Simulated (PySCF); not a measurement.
# A small calculation by hand: chemical shift, span and skew from a shielding tensor

C2H9FSi3, SMILES F[Si@@H]1C[C@@H]([SiH3])[SiH2]1. Atoms are numbered in the order given.

```xyz
15

F      2.2304     0.1225    -1.6752
Si     1.5784    -0.7047    -0.4246
C     -0.2713    -1.0061    -0.7165
C     -0.8228     0.3294    -0.1227
Si    -2.5924     0.2698     0.5089
Si     0.5810     0.7100     1.1389
H      2.4791    -1.8711    -0.1831
H     -0.5799    -1.8683    -0.0963
H     -0.6051    -1.2151    -1.7460
H     -0.7555     1.1244    -0.8878
H     -2.9858     1.5872     1.0993
H     -2.6971    -0.7827     1.5684
H     -3.5577    -0.0695    -0.5844
H      0.9284     2.1461     1.3568
H      0.3256     0.0550     2.4613
```
Charge 0, spin multiplicity 1.

Coordinates come from a PBE0-D3(BJ)/def2-SVP optimisation. The structure was generated by enumeration; whether it is a known compound was not checked.

GIAO shieldings from PBE/pcSseg-1 in PySCF, non-relativistic, no solvent. The symmetric part of the tensor of C4 has the principal values 156.1, 171.7, 194.8 ppm. The same nucleus in TMS has σ = 182.0 ppm at this level (PySCF, at its B3LYP-D3(BJ)/def2-TZVP geometry).

Work out the isotropic shielding, the ¹³C shift against TMS, the span and the skew.


σ(iso) = (σ11 + σ22 + σ33)/3 = 174.2 ppm. δ = σ(ref) − σ(iso) = 182.0 − (174.2) = 7.8 ppm.
Span Ω = σ33 − σ11 = 38.7 ppm. Skew κ = 3(σ(iso) − σ22)/Ω = 0.19. Tumbling in solution averages the tensor to δ; in a static solid the shielding alone would spread this spin-1/2 line over Ω.
